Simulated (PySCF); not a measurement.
A structure optimised at PBE-D3(BJ)/def2-SVP, used in a PySCF frequency run:

```xyz
10

C     -0.3836     1.3744     0.0000
C      0.0156    -0.0572     0.0000
N     -0.8611    -1.0354     0.0000
O      1.2710    -0.4241     0.0000
H      0.0379     1.8771     0.8964
H     -1.4801     1.5064     0.0000
H      0.0379     1.8771    -0.8964
H     -0.5497    -2.0155     0.0000
H     -1.8671    -0.8463     0.0000
H      1.8889     0.3385     0.0000
```
Charge +1, spin multiplicity 1.

### Question
Write its SMILES, formula and point group.

### Answer
CC(N)=[OH+], C₂H₆NO, Cs

### Question
What are its rotational constants (standard atomic weights)?

### Answer
10.311, 8.9258, 4.9357 GHz
